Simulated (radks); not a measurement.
The numbers below are computed, except where a source is named.
Problem. Valence configurations of Ar II (all share [Ne]). Level of theory: scalar-relativistic Kohn-Sham, LDA (Slater exchange, Perdew-Wang correlation), spin-unpolarised, spherical densities, point nucleus (a radial shooting solver on a logarithmic mesh with Libxc functionals). Order these by energy: 3s2 3p5; 3s1 3p6; 3s1.5 3p5.5.

Solution. From the lowest, in eV above it: 3s2 3p5 0.000; 3s1.5 3p5.5 7.225; 3s1 3p6 14.470. NIST lists [Ne] 3s2 3p5 as the ground configuration; this level of theory agrees among the configurations tried. The energies are those of spherical spin-averaged densities, not of single terms.
